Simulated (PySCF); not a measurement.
BaF₂ (SMILES [F][Ba][F]), singlet, at a GFN2-xTB geometry (such geometries of metal compounds can be far from the true shape) (core potentials on Ba); CASSCF(4,5)/def2-SVP (PySCF).

Here is a job for PySCF.
```python
from pyscf import gto, scf, mcscf
import numpy

mol = gto.Mole()
mol.atom = '''
    Ba    0.32463311    0.04578836   -0.05104737
    F    -1.34747122    1.05915275   -0.90969615
    F    -0.67246812   -1.34405810    1.22732423
'''
mol.basis = 'def2-svp'
mol.ecp = {'Ba': 'def2-svp'}
mol.verbose = 4
mol.build()

mf = scf.RHF(mol)
mf.kernel()
mc = mcscf.CASSCF(mf, 5, 4)
mc.fix_spin_(ss=0.0)
mc.kernel()
occ = numpy.linalg.eigvalsh(mc.fcisolver.make_rdm1(mc.ci, mc.ncas, mc.nelecas))[::-1]
ss = mc.fcisolver.spin_square(mc.ci, mc.ncas, mc.nelecas)[0]
print('natural occupations', occ.round(4), ' <S^2>', round(ss, 4))
```

**Question.** What does PySCF print? Leave out banner, timings and long lists.

**Answer.** 
```
PySCF version 2.14.0

[INPUT] verbose = 4
[INPUT] num. atoms = 3
[INPUT] num. electrons = 28
[INPUT] charge = 0
[INPUT] spin (= nelec alpha-beta = 2S) = 0
[INPUT] symmetry False subgroup None
[INPUT] Mole.unit = angstrom
[INPUT] Symbol           X                Y                Z      unit          X                Y                Z       unit  Magmom
[...]
nuclear repulsion = 57.6493778580083
number of shells = 21
number of NR pGTOs = 97
number of NR cGTOs = 51
basis = def2-svp
ecp = {'Ba': 'def2-svp'}

******** <class 'pyscf.scf.hf.RHF'> ********
method = RHF
initial guess = minao
damping factor = 0
level_shift factor = 0
DIIS = <class 'pyscf.scf.diis.CDIIS'>
diis_start_cycle = 1
diis_space = 8
diis_damp = 0
SCF conv_tol = 1e-09
SCF conv_tol_grad = None
SCF max_cycles = 50
direct_scf = True
direct_scf_tol = 1e-13
Set gradient conv threshold to 3.16228e-05
Initial guess from minao.
init E= -213.316467113903
[...]
cycle= 1 E= -223.7555026732  delta_E= -10.4  |g|= 0.962  |ddm|= 2.24
[...]
cycle= 2 E= -223.836755684825  delta_E= -0.0813  |g|= 0.697  |ddm|= 1.05
[...]
cycle= 3 E= -223.915849899269  delta_E= -0.0791  |g|= 0.032  |ddm|= 0.44
[...]
cycle= 4 E= -223.91611040576  delta_E= -0.000261  |g|= 0.00444  |ddm|= 0.0349
[...]
cycle= 5 E= -223.916123624137  delta_E= -1.32e-05  |g|= 0.00121  |ddm|= 0.0103
[...]
cycle= 6 E= -223.916124883396  delta_E= -1.26e-06  |g|= 0.000236  |ddm|= 0.0037
[...]
cycle= 7 E= -223.916124934861  delta_E= -5.15e-08  |g|= 4.63e-05  |ddm|= 0.000718
[...]
cycle= 8 E= -223.916124936374  delta_E= -1.51e-09  |g|= 8.38e-06  |ddm|= 0.000101
[...]
cycle= 9 E= -223.916124936413  delta_E= -3.94e-11  |g|= 1.37e-06  |ddm|= 1.69e-05
[...]
Extra cycle  E= -223.916124936415  delta_E= -1.59e-12  |g|= 5.08e-07  |ddm|= 2.79e-06
converged SCF energy = -223.916124936415

******** <class 'pyscf.mcscf.mc1step.CASSCF'> ********
CAS (2e+2e, 5o), ncore = 12, nvir = 34
max_cycle_macro = 50
max_cycle_micro = 4
conv_tol = 1e-07
conv_tol_grad = None
orbital rotation max_stepsize = 0.02
orbital rotation threshold for CI restart = 0.01
augmented hessian ah_max_cycle = 30
augmented hessian ah_conv_tol = 1e-12
augmented hessian ah_linear dependence = 1e-14
augmented hessian ah_level shift = 1e-08
augmented hessian ah_start_tol = 2.5
augmented hessian ah_start_cycle = 3
augmented hessian ah_grad_trust_region = 3
kf_trust_region = 3
kf_interval = 4
ci_response_space = 4
ci_grad_trust_region = 3
with_dep4 0
natorb = False
canonicalization = True
sorting_mo_energy = False
ao2mo_level = 2
internal_rotation = False
******** <class 'pyscf.fci.addons.SpinPenaltyFCISolver'> ********
max. cycles = 50
conv_tol = 1e-08
davidson only = True
linear dependence = 1e-12
level shift = 0.001
max iter space = 12
nroots = 1
pspace_size = 400
spin = None
CASCI E = -223.916134143057  S^2 = 0.0000000
Set conv_tol_grad to 0.000316228
macro iter   1 ( 17 JK    4 micro), CASSCF E = -223.916238123360  dE = -1.03980303e-04  S^2 = 0.0000000
               |grad[o]|=8.45e-05  |grad[c]|=0.00612  |ddm|=0.0135  |maxRot[o]|=0.109
macro iter   2 ( 21 JK    4 micro), CASSCF E = -223.917524849402  dE = -1.28672604e-03  S^2 = 0.0000000
               |grad[o]|=0.00115  |grad[c]|=0.00821  |ddm|=0.00401  |maxRot[o]|=0.307
macro iter   3 ( 21 JK    4 micro), CASSCF E = -223.919188048831  dE = -1.66319943e-03  S^2 = 0.0000000
               |grad[o]|=0.00484  |grad[c]|=0.063  |ddm|=0.0147  |maxRot[o]|=0.235
macro iter   4 ( 21 JK    4 micro), CASSCF E = -223.925263490683  dE = -6.07544185e-03  S^2 = 0.0000000
               |grad[o]|=0.00744  |grad[c]|=0.0404  |ddm|=0.0219  |maxRot[o]|=0.232
macro iter   5 ( 12 JK    3 micro), CASSCF E = -223.928727655005  dE = -3.46416432e-03  S^2 = 0.0000000
               |grad[o]|=0.0143  |grad[c]|=0.0105  |ddm|=0.0113  |maxRot[o]|=0.119
macro iter   6 ( 21 JK    4 micro), CASSCF E = -223.933628597728  dE = -4.90094272e-03  S^2 = 0.0000000
               |grad[o]|=0.00997  |grad[c]|=0.0517  |ddm|=0.106  |maxRot[o]|=0.215
macro iter   7 ( 21 JK    4 micro), CASSCF E = -223.945393992776  dE = -1.17653950e-02  S^2 = 0.0000000
               |grad[o]|=0.0162  |grad[c]|=0.0353  |ddm|=0.0104  |maxRot[o]|=0.231
macro iter   8 ( 21 JK    4 micro), CASSCF E = -223.954534072433  dE = -9.14007966e-03  S^2 = 0.0000000
               |grad[o]|=0.022  |grad[c]|=0.0292  |ddm|=0.00884  |maxRot[o]|=0.181
macro iter   9 ( 21 JK    4 micro), CASSCF E = -223.958635743695  dE = -4.10167126e-03  S^2 = 0.0000000
               |grad[o]|=0.0199  |grad[c]|=0.0393  |ddm|=0.00956  |maxRot[o]|=0.198
macro iter  10 ( 21 JK    4 micro), CASSCF E = -223.960678033665  dE = -2.04228997e-03  S^2 = 0.0000000
               |grad[o]|=0.0179  |grad[c]|=0.0169  |ddm|=0.00489  |maxRot[o]|=0.0967
macro iter  11 ( 21 JK    4 micro), CASSCF E = -223.961798572116  dE = -1.12053845e-03  S^2 = 0.0000000
               |grad[o]|=0.0137  |grad[c]|=0.00924  |ddm|=0.00413  |maxRot[o]|=0.096
macro iter  12 ( 12 JK    3 micro), CASSCF E = -223.962528921837  dE = -7.30349721e-04  S^2 = 0.0000000
               |grad[o]|=0.00779  |grad[c]|=0.0342  |ddm|=0.0141  |maxRot[o]|=0.113
macro iter  13 ( 17 JK    4 micro), CASSCF E = -223.962750190148  dE = -2.21268311e-04  S^2 = 0.0000000
               |grad[o]|=0.00537  |grad[c]|=0.00508  |ddm|=0.00109  |maxRot[o]|=0.0582
macro iter  14 ( 21 JK    4 micro), CASSCF E = -223.963202740077  dE = -4.52549929e-04  S^2 = 0.0000000
               |grad[o]|=0.00322  |grad[c]|=0.00708  |ddm|=0.000234  |maxRot[o]|=0.309
macro iter  15 ( 21 JK    4 micro), CASSCF E = -223.964231235760  dE = -1.02849568e-03  S^2 = 0.0000000
               |grad[o]|=0.00237  |grad[c]|=0.00497  |ddm|=0.000576  |maxRot[o]|=0.309
macro iter  16 ( 21 JK    4 micro), CASSCF E = -223.964868970775  dE = -6.37735015e-04  S^2 = 0.0000000
               |grad[o]|=0.00195  |grad[c]|=0.00143  |ddm|=0.000665  |maxRot[o]|=0.308
macro iter  17 (  9 JK    2 micro), CASSCF E = -223.964888800128  dE = -1.98293524e-05  S^2 = 0.0000000
[...]
               |grad[o]|=7.77e-05  |grad[c]|=0.00159  |ddm|=5.79e-05  |maxRot[o]|=0.00788
macro iter  23 (  7 JK    1 micro), CASSCF E = -223.964894840721  dE = -7.12621613e-07  S^2 = 0.0000000
               |grad[o]|=4.59e-05  |grad[c]|=0.00157  |ddm|=4.13e-05  |maxRot[o]|=0.00778
macro iter  24 (  7 JK    1 micro), CASSCF E = -223.964895563674  dE = -7.22953047e-07  S^2 = 0.0000000
               |grad[o]|=6.48e-05  |grad[c]|=0.00158  |ddm|=5.17e-05  |maxRot[o]|=0.0079
macro iter  25 (  7 JK    1 micro), CASSCF E = -223.964896268572  dE = -7.04897474e-07  S^2 = 0.0000000
               |grad[o]|=6.9e-05  |grad[c]|=0.00156  |ddm|=4.6e-05  |maxRot[o]|=0.00783
macro iter  26 (  3 JK    1 micro), CASSCF E = -223.964896962492  dE = -6.93920356e-07  S^2 = 0.0000000
               |grad[o]|=4.87e-05  |grad[c]|=0.00155  |ddm|=4.34e-05  |maxRot[o]|=0.00771
macro iter  27 (  4 JK    1 micro), CASSCF E = -223.964897642809  dE = -6.80316646e-07  S^2 = 0.0000000
               |grad[o]|=4.67e-05  |grad[c]|=0.00153  |ddm|=4.35e-05  |maxRot[o]|=0.00765
macro iter  28 (  4 JK    1 micro), CASSCF E = -223.964898309107  dE = -6.66298860e-07  S^2 = 0.0000000
               |grad[o]|=4.71e-05  |grad[c]|=0.00152  |ddm|=4.13e-05  |maxRot[o]|=0.00754
macro iter  29 (  6 JK    1 micro), CASSCF E = -223.964898965388  dE = -6.56281031e-07  S^2 = 0.0000000
               |grad[o]|=4.59e-05  |grad[c]|=0.00151  |ddm|=4.08e-05  |maxRot[o]|=0.00751
macro iter  30 (  4 JK    1 micro), CASSCF E = -223.964899599437  dE = -6.34048149e-07  S^2 = 0.0000000
               |grad[o]|=5.83e-05  |grad[c]|=0.00149  |ddm|=4.91e-05  |maxRot[o]|=0.00738
macro iter  31 (  6 JK    1 micro), CASSCF E = -223.964900239907  dE = -6.40470489e-07  S^2 = 0.0000000
               |grad[o]|=4.68e-05  |grad[c]|=0.00149  |ddm|=4.23e-05  |maxRot[o]|=0.00739
macro iter  32 (  7 JK    1 micro), CASSCF E = -223.964900855564  dE = -6.15656944e-07  S^2 = 0.0000000
               |grad[o]|=9.9e-05  |grad[c]|=0.00148  |ddm|=5.23e-05  |maxRot[o]|=0.00733
macro iter  33 (  6 JK    1 micro), CASSCF E = -223.964901550944  dE = -6.95380038e-07  S^2 = 0.0000000
               |grad[o]|=0.000114  |grad[c]|=0.00151  |ddm|=5.08e-05  |maxRot[o]|=0.0107
macro iter  34 (  9 JK    2 micro), CASSCF E = -223.964902602061  dE = -1.05111701e-06  S^2 = 0.0000000
               |grad[o]|=0.000312  |grad[c]|=0.00144  |ddm|=7.01e-05  |maxRot[o]|=0.0138
macro iter  35 (  5 JK    1 micro), CASSCF E = -223.964903148079  dE = -5.46017816e-07  S^2 = 0.0000000
               |grad[o]|=5e-05  |grad[c]|=0.00138  |ddm|=3.83e-05  |maxRot[o]|=0.00682
macro iter  36 (  7 JK    1 micro), CASSCF E = -223.964903690505  dE = -5.42425823e-07  S^2 = 0.0000000
               |grad[o]|=9.52e-05  |grad[c]|=0.00137  |ddm|=4.12e-05  |maxRot[o]|=0.00691
macro iter  37 (  7 JK    1 micro), CASSCF E = -223.964904255272  dE = -5.64767191e-07  S^2 = 0.0000000
               |grad[o]|=8.51e-05  |grad[c]|=0.00136  |ddm|=4.53e-05  |maxRot[o]|=0.007
macro iter  38 (  7 JK    1 micro), CASSCF E = -223.964904778798  dE = -5.23525756e-07  S^2 = 0.0000000
               |grad[o]|=8.1e-05  |grad[c]|=0.00137  |ddm|=4.02e-05  |maxRot[o]|=0.00666
macro iter  39 (  5 JK    1 micro), CASSCF E = -223.964905304533  dE = -5.25735004e-07  S^2 = 0.0000000
               |grad[o]|=5.96e-05  |grad[c]|=0.00135  |ddm|=3.16e-05  |maxRot[o]|=0.00676
macro iter  40 (  4 JK    1 micro), CASSCF E = -223.964905812215  dE = -5.07682330e-07  S^2 = 0.0000000
               |grad[o]|=6.57e-05  |grad[c]|=0.00135  |ddm|=2.89e-05  |maxRot[o]|=0.0067
macro iter  41 (  4 JK    1 micro), CASSCF E = -223.964906280169  dE = -4.67954237e-07  S^2 = 0.0000000
               |grad[o]|=8.37e-05  |grad[c]|=0.00129  |ddm|=4.91e-05  |maxRot[o]|=0.0064
macro iter  42 (  6 JK    1 micro), CASSCF E = -223.964906757598  dE = -4.77428443e-07  S^2 = 0.0000000
               |grad[o]|=4.56e-05  |grad[c]|=0.00129  |ddm|=4.34e-05  |maxRot[o]|=0.00641
macro iter  43 (  7 JK    1 micro), CASSCF E = -223.964907218842  dE = -4.61244497e-07  S^2 = 0.0000000
               |grad[o]|=8.18e-05  |grad[c]|=0.00127  |ddm|=3.77e-05  |maxRot[o]|=0.00636
macro iter  44 (  7 JK    1 micro), CASSCF E = -223.964907676727  dE = -4.57884312e-07  S^2 = 0.0000000
               |grad[o]|=0.000106  |grad[c]|=0.00126  |ddm|=5.17e-05  |maxRot[o]|=0.00639
macro iter  45 (  5 JK    1 micro), CASSCF E = -223.964908116477  dE = -4.39750607e-07  S^2 = 0.0000000
               |grad[o]|=6.62e-05  |grad[c]|=0.00123  |ddm|=3.39e-05  |maxRot[o]|=0.0061
macro iter  46 (  6 JK    1 micro), CASSCF E = -223.964908533394  dE = -4.16917260e-07  S^2 = 0.0000000
               |grad[o]|=4.25e-05  |grad[c]|=0.00121  |ddm|=3.57e-05  |maxRot[o]|=0.00597
macro iter  47 (  5 JK    1 micro), CASSCF E = -223.964908938701  dE = -4.05306764e-07  S^2 = 0.0000000
               |grad[o]|=3.96e-05  |grad[c]|=0.00118  |ddm|=2.9e-05  |maxRot[o]|=0.00588
macro iter  48 (  6 JK    1 micro), CASSCF E = -223.964909324348  dE = -3.85646928e-07  S^2 = 0.0000000
               |grad[o]|=5.87e-05  |grad[c]|=0.00117  |ddm|=3.29e-05  |maxRot[o]|=0.00576
macro iter  49 (  6 JK    1 micro), CASSCF E = -223.964909710352  dE = -3.86004189e-07  S^2 = 0.0000000
               |grad[o]|=4.12e-05  |grad[c]|=0.00115  |ddm|=3.55e-05  |maxRot[o]|=0.00577
macro iter  50 (  7 JK    1 micro), CASSCF E = -223.964910097878  dE = -3.87526171e-07  S^2 = 0.0000000
               |grad[o]|=7.56e-05  |grad[c]|=0.00114  |ddm|=4.03e-05  |maxRot[o]|=0.00585
1-step CASSCF not converged,  50 macro (520 JK 100 micro) steps
CASSCF canonicalization
Density matrix diagonal elements [1.98395034e+00 1.98346636e+00 1.60265573e-02 5.75904610e-04
 1.59808356e-02]
CASSCF energy = -223.964910097878
CASCI E = -223.964910097878  E(CI) = -6.70284418605846  S^2 = 0.0000000
natural occupations [1.9845e+00 1.9838e+00 1.5600e-02 1.5500e-02 6.0000e-04]  <S^2> 0.0
```

Convergence was not reached.
